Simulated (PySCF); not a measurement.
A GIAO shielding run with PySCF 2.14.0 with density-fitted response routines (density fitting, non-relativistic, gas phase) on SMILES O=COC[C@@H]1CC12C=CC=C2, C₉H₁₀O₂:

```
{"job": {"kind": "nmr", "xc": "PBE0", "basis": "pcSseg-1"}, "charge": 0, "multiplicity": 1}
O      3.284784     1.178186     0.150128
C      3.537438     0.025501     0.339200
O      2.714029    -0.909270     0.775281
C      1.359093    -0.512630     1.039428
C      0.507436    -0.682859    -0.193600
C      0.338431     0.434445    -1.155625
C     -0.835017     0.032528    -0.279792
C     -2.018734    -0.651398    -0.825925
C     -3.105258    -0.231321    -0.156822
C     -2.700941     0.732508     0.841710
C     -1.368188     0.896390     0.785660
H      4.531351    -0.427022     0.182270
H      1.017279    -1.164585     1.846601
H      1.359066     0.529479     1.369620
H      0.527272    -1.692156    -0.587898
H      0.266882     0.209657    -2.208760
H      0.816944     1.375705    -0.932699
H     -1.971836    -1.364613    -1.627775
H     -4.121635    -0.542344    -0.317073
H     -3.380377     1.227609     1.511560
H     -0.766940     1.553132     1.385081
```

Hardware: 1 thread of an Arm Neoverse V2, shared host. The job also computes population analyses, field gradients, ring-centre shieldings.

(1) How large is the calculation?

(2) How long does it take?

Answers

(1) 80 electrons, 237 basis functions and 1221 auxiliary functions.

(2) 46 s of wall time, with 14 SCF cycles and 5 response iterations. Times on a shared host scatter by some tens of per cent.
